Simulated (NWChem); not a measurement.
Species: GeSiH5OCl; SMILES [OH][Ge@@H]([SiH3])[Cl]

```xyz
9

O      1.8112    -0.1222    -0.6989
Ge     0.3766    -0.0727     0.3452
Si    -0.7791     1.9380    -0.1815
Cl    -0.9217    -1.7399    -0.1919
H      2.3223    -0.9344    -0.6042
H      0.7774    -0.3364     1.8115
H     -1.1019     1.9244    -1.6365
H     -2.0338     1.9788     0.6253
H      0.0725     3.1179     0.1521
```
Atoms are numbered in this order, from 1.

All runs: NWChem. Coordinates come from a PBE0/def2-SVP optimisation.

Question: Taking B3LYP/pcseg-2 as the yardstick, which of these has the fewest basis functions while keeping “highest occupied level (eV)” within 0.05 eV of it: B3LYP/STO-3G; B3LYP/pcseg-1; B3LYP/def2-SVP; B3LYP/aug-pcseg-1?

Answer: B3LYP/pcseg-1 (a larger set in the list lies outside the tolerance).
| level | basis functions | highest occupied level (eV) |
|---|---|---|
| B3LYP/STO-3G | 46 | -4.38 |
| B3LYP/pcseg-1 | 102 | -8.08 |
| B3LYP/def2-SVP | 107 | -7.84 |
| B3LYP/aug-pcseg-1 | 158 | -8.12 |
| B3LYP/pcseg-2 | 211 | -8.08 |

The yardstick is one finite set, not the basis-set limit.
